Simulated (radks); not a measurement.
Values are calculated unless marked as measured or tabulated.
Task: These are the eigenvalues of the occupied orbitals of an atom or ion with whole-number occupations (eV). Code: a radial shooting solver on a logarithmic mesh with Libxc functionals. Model: scalar-relativistic Kohn-Sham, PBEsol, spin-polarised, spherical densities, finite nucleus; Fermi nuclear charge, rms radius of each element as measured or else 0.836 A^(1/3) + 0.57 fm.

orbital  eigenvalue
1s up     -4503.648
1s down   -4502.354
2s up     -581.4299
2s down   -580.2553
2p up     -496.5131
2p down   -494.8996
3s up     -149.3026
3s down   -142.8626
3p up     -126.2990

Which element is it, and in what charge state? The configuration may be excited. Open shells, if any, are filled with parallel spins first.

Result: Z = 21, scandium, charge +6: Sc6+ in [Ne] 3s2 3p3. The list shows which subshells hold electrons but not how many an open one holds; the 1s level, -165.51 hartree, gives Z - s = 18.2 by -(Z - s)^2/2, which with screening and relativity narrows Z to a few neighbours, and the depths of the outer levels then fix element, charge and occupations together.
